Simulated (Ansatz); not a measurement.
Ansatz (an electronic-structure program) input (B3LYP/6-31G* with LANL2DZ past Ar): The .json file joins the Basis Set Exchange's 6-31G* for atoms up to Ar and LANL2DZ past it.

Ansatz 0.2 input:
```yaml
crystal:
  periodic: [false, false, false]
  atoms:
    - {symbol: Pb, position_ang: [0.02214565, 0.02102546, 0.02091057]}
    - {symbol: H, position_ang: [0.63536555, -1.24525093, -1.21127675]}
    - {symbol: H, position_ang: [-1.21228712, 0.69915103, -1.20957777]}
    - {symbol: H, position_ang: [-1.23902160, -1.17798758, 0.70618792]}
basis:
  gaussian:
    orbitals: 6-31Gs+LANL2DZ.json
hamiltonian:
  xc: {name: B3LYP}
total_charge: -1
phonons: {temperatures: {t_min: 298.15, t_max: 298.15, t_step: 100}}
```

Output:

```
Functional definition: B3LYP
integrals: 0.01 GiB planned
248 factors; integrals over basis functions are off by at most 1.6e-4 eV
mean field: 0.05 GiB planned
mean field evaluation 1: about -142.8309 eV, gradient 6.6e0 eV
mean field evaluation 2: about -142.9365 eV, gradient 4.6e0 eV
mean field evaluation 4: about -143.0646 eV, gradient 2.2e-1 eV
mean field evaluation 8: about -143.0632 eV, gradient 2.4e-3 eV
mean field -143.06320076 eV, -5.2574756563 hartree, gradient 3.4e-6 eV, S^2 0.000000; 0 other end points of the search recorded, 0 dependent functions left out
the calculation of the forces begins
reference -143.06341272 eV, -5.2574834455 hartree; 4, 4 occupied and 10, 10 virtual orbitals, 248 factors
these checks for a lower state are left out or cut short: stability, starts, cluster_reference, orbital_swaps, neighbouring_geometries, increment
integrals: 0.01 GiB planned
248 factors; integrals over basis functions are off by at most 1.6e-4 eV
mean field: 0.05 GiB planned
mean field evaluation 16: about -143.0632 eV, gradient 1.9e-5 eV
mean field -143.06316843 eV, -5.2574744683 hartree, gradient 2.9e-6 eV, S^2 0.000000; 0 other end points of the search recorded, 0 dependent functions left out
the calculation of the forces begins
reference -143.06338034 eV, -5.2574822556 hartree; 4, 4 occupied and 10, 10 virtual orbitals, 248 factors
these checks for a lower state are left out or cut short: stability, starts, cluster_reference, orbital_swaps, neighbouring_geometries, increment
integrals: 0.01 GiB planned
248 factors; integrals over basis functions are off by at most 1.6e-4 eV
mean field: 0.05 GiB planned
mean field -143.06316997 eV, -5.2574745248 hartree, gradient 3.0e-6 eV, S^2 0.000000; 0 other end points of the search recorded, 0 dependent functions left out
the calculation of the forces begins
reference -143.06338198 eV, -5.2574823160 hartree; 4, 4 occupied and 10, 10 virtual orbitals, 248 factors
these checks for a lower state are left out or cut short: stability, starts, cluster_reference, orbital_swaps, neighbouring_geometries, increment
integrals: 0.01 GiB planned
248 factors; integrals over basis functions are off by at most 1.6e-4 eV
mean field: 0.05 GiB planned
mean field evaluation 32: about -143.0632 eV, gradient 2.0e-6 eV
mean field -143.06317163 eV, -5.2574745857 hartree, gradient 2.1e-6 eV, S^2 0.000000; 0 other end points of the search recorded, 0 dependent functions left out
the calculation of the forces begins
reference -143.06338356 eV, -5.2574823741 hartree; 4, 4 occupied and 10, 10 virtual orbitals, 248 factors
these checks for a lower state are left out or cut short: stability, starts, cluster_reference, orbital_swaps, neighbouring_geometries, increment
integrals: 0.01 GiB planned
248 factors; integrals over basis functions are off by at most 1.6e-4 eV
mean field: 0.05 GiB planned
mean field -143.06317254 eV, -5.2574746193 hartree, gradient 2.4e-6 eV, S^2 0.000000; 0 other end points of the search recorded, 0 dependent functions left out
the calculation of the forces begins
reference -143.06338452 eV, -5.2574824094 hartree; 4, 4 occupied and 10, 10 virtual orbitals, 248 factors
these checks for a lower state are left out or cut short: stability, starts, cluster_reference, orbital_swaps, neighbouring_geometries, increment
integrals: 0.01 GiB planned
248 factors; integrals over basis functions are off by at most 1.6e-4 eV
mean field: 0.05 GiB planned
mean field -143.06317986 eV, -5.2574748881 hartree, gradient 1.7e-6 eV, S^2 0.000000; 0 other end points of the search recorded, 0 dependent functions left out
the calculation of the forces begins
reference -143.06339182 eV, -5.2574826775 hartree; 4, 4 occupied and 10, 10 virtual orbitals, 248 factors
these checks for a lower state are left out or cut short: stability, starts, cluster_reference, orbital_swaps, neighbouring_geometries, increment
integrals: 0.01 GiB planned
248 factors; integrals over basis functions are off by at most 1.6e-4 eV
mean field: 0.05 GiB planned
mean field -143.06317945 eV, -5.2574748731 hartree, gradient 1.7e-6 eV, S^2 0.000000; 0 other end points of the search recorded, 0 dependent functions left out
the calculation of the forces begins
reference -143.06339140 eV, -5.2574826622 hartree; 4, 4 occupied and 10, 10 virtual orbitals, 248 factors
these checks for a lower state are left out or cut short: stability, starts, cluster_reference, orbital_swaps, neighbouring_geometries, increment
integrals: 0.01 GiB planned
248 factors; integrals over basis functions are off by at most 1.6e-4 eV
mean field: 0.05 GiB planned
mean field -143.06319683 eV, -5.2574755117 hartree, gradient 2.1e-6 eV, S^2 0.000000; 0 other end points of the search recorded, 0 dependent functions left out
the calculation of the forces begins
reference -143.06340881 eV, -5.2574833018 hartree; 4, 4 occupied and 10, 10 virtual orbitals, 248 factors
these checks for a lower state are left out or cut short: stability, starts, cluster_reference, orbital_swaps, neighbouring_geometries, increment
integrals: 0.01 GiB planned
248 factors; integrals over basis functions are off by at most 1.6e-4 eV
mean field: 0.05 GiB planned
mean field evaluation 64: about -143.0632 eV, gradient 1.9e-6 eV
mean field -143.06319658 eV, -5.2574755025 hartree, gradient 1.9e-6 eV, S^2 0.000000; 0 other end points of the search recorded, 0 dependent functions left out
the calculation of the forces begins
reference -143.06340851 eV, -5.2574832908 hartree; 4, 4 occupied and 10, 10 virtual orbitals, 248 factors
these checks for a lower state are left out or cut short: stability, starts, cluster_reference, orbital_swaps, neighbouring_geometries, increment
integrals: 0.01 GiB planned
248 factors; integrals over basis functions are off by at most 1.6e-4 eV
mean field: 0.05 GiB planned
mean field -143.06318919 eV, -5.2574752311 hartree, gradient 1.3e-6 eV, S^2 0.000000; 0 other end points of the search recorded, 0 dependent functions left out
the calculation of the forces begins
reference -143.06340115 eV, -5.2574830203 hartree; 4, 4 occupied and 10, 10 virtual orbitals, 248 factors
these checks for a lower state are left out or cut short: stability, starts, cluster_reference, orbital_swaps, neighbouring_geometries, increment
integrals: 0.01 GiB planned
248 factors; integrals over basis functions are off by at most 1.6e-4 eV
mean field: 0.05 GiB planned
mean field -143.06318865 eV, -5.2574752111 hartree, gradient 1.3e-6 eV, S^2 0.000000; 0 other end points of the search recorded, 0 dependent functions left out
the calculation of the forces begins
reference -143.06340060 eV, -5.2574830003 hartree; 4, 4 occupied and 10, 10 virtual orbitals, 248 factors
these checks for a lower state are left out or cut short: stability, starts, cluster_reference, orbital_swaps, neighbouring_geometries, increment
integrals: 0.01 GiB planned
248 factors; integrals over basis functions are off by at most 1.6e-4 eV
mean field: 0.05 GiB planned
mean field -143.06319530 eV, -5.2574754555 hartree, gradient 2.6e-6 eV, S^2 0.000000; 0 other end points of the search recorded, 0 dependent functions left out
the calculation of the forces begins
reference -143.06340729 eV, -5.2574832461 hartree; 4, 4 occupied and 10, 10 virtual orbitals, 248 factors
these checks for a lower state are left out or cut short: stability, starts, cluster_reference, orbital_swaps, neighbouring_geometries, increment
integrals: 0.01 GiB planned
248 factors; integrals over basis functions are off by at most 1.6e-4 eV
mean field: 0.05 GiB planned
mean field -143.06319502 eV, -5.2574754452 hartree, gradient 2.6e-6 eV, S^2 0.000000; 0 other end points of the search recorded, 0 dependent functions left out
the calculation of the forces begins
reference -143.06340694 eV, -5.2574832331 hartree; 4, 4 occupied and 10, 10 virtual orbitals, 248 factors
these checks for a lower state are left out or cut short: stability, starts, cluster_reference, orbital_swaps, neighbouring_geometries, increment
integrals: 0.01 GiB planned
248 factors; integrals over basis functions are off by at most 1.6e-4 eV
mean field: 0.05 GiB planned
mean field -143.06318922 eV, -5.2574752322 hartree, gradient 1.3e-6 eV, S^2 0.000000; 0 other end points of the search recorded, 0 dependent functions left out
the calculation of the forces begins
reference -143.06340117 eV, -5.2574830212 hartree; 4, 4 occupied and 10, 10 virtual orbitals, 248 factors
these checks for a lower state are left out or cut short: stability, starts, cluster_reference, orbital_swaps, neighbouring_geometries, increment
integrals: 0.01 GiB planned
248 factors; integrals over basis functions are off by at most 1.6e-4 eV
mean field: 0.05 GiB planned
mean field evaluation 96: about -143.0649 eV, gradient 6.4e-2 eV
mean field -143.06318874 eV, -5.2574752144 hartree, gradient 1.3e-6 eV, S^2 0.000000; 0 other end points of the search recorded, 0 dependent functions left out
the calculation of the forces begins
reference -143.06340070 eV, -5.2574830038 hartree; 4, 4 occupied and 10, 10 virtual orbitals, 248 factors
Total energy: -143.06341272 eV, -5.2574834455 hartree
Atom 0 at     0.022146     0.021025     0.020911 Å, force    -0.000302    -0.000234    -0.000233 eV/Å
Atom 1 at     0.635366    -1.245251    -1.211277 Å, force     0.000073     0.000075     0.000075 eV/Å
Atom 2 at    -1.212287     0.699151    -1.209578 Å, force     0.000114     0.000057     0.000102 eV/Å
Atom 3 at    -1.239022    -1.177988     0.706188 Å, force     0.000115     0.000102     0.000056 eV/Å
Dipole moment:     0.297577     0.282526     0.280982 e Å
Vibrations: 715.43 715.43 724.89 1414.29 1424.26 1424.29 cm⁻¹, zero-point energy 0.397903 eV
```

The blocks after the first are displaced geometries, from whose forces the wavenumbers follow.

The dipole moment of an ion depends on the origin.
